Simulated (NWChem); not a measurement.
## Ionisation of CSi

```
Si
C 1 1.7373
```
Charge 0, spin multiplicity 3.

The numbers come from NWChem runs, not from measurements. Structure: optimised with UPBE/def2-SVP, a minimum by its harmonic frequencies.

Basis set: def2-TZVP. −ε marks an orbital energy of the parent.

B3LYP has NWChem's definition, with VWN1-RPA local correlation. This spin state was chosen for the runs; another may lie lower. The structure started from a generated list of species. The unpaired electrons of the parent sit in orbitals of symmetry a1 and b1 (C2v labels of the run); other states weren't searched. The stability of the SCF solutions was not checked.

Q: One of these methods gave a first vertical ionisation energy of 6.53 eV. Which?
A. −ε(beta HOMO) of PBE0
B. −ε(beta HOMO) of PBE
C. −ε(beta HOMO) of M06-2X
D. −ε(beta HOMO) of B3LYP

A: A, −ε(beta HOMO) of PBE0. The others give 6.35 (−ε(beta HOMO) of B3LYP), 7.26 (−ε(beta HOMO) of M06-2X), 5.64 (−ε(beta HOMO) of PBE).
